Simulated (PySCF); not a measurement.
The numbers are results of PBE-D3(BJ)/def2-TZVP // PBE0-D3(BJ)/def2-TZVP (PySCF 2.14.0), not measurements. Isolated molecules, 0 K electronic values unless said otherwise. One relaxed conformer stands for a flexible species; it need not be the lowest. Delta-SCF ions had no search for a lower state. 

Reference species (SMILES): `IB(O)O` (H–O–B–I torsion 180°, I–B–O–H torsion -180°) (neutral, multiplicity 1).

- LUMO = -1.17 eV
- vertical ionisation energy (Delta-SCF) = 9.60 eV

Changed species: `OB(I)I` (H–O–B–I torsion 0°) (2 of 3 OH replaced by I; the reference has 1 of 3 OH replaced by I).

Question: What does the change do to the LUMO and vertical ionisation energy (Delta-SCF)?

Answer: the LUMO falls by 0.82 eV, to -1.99 eV; the vertical ionisation energy (Delta-SCF) drops by 0.51 eV, to 9.09 eV.
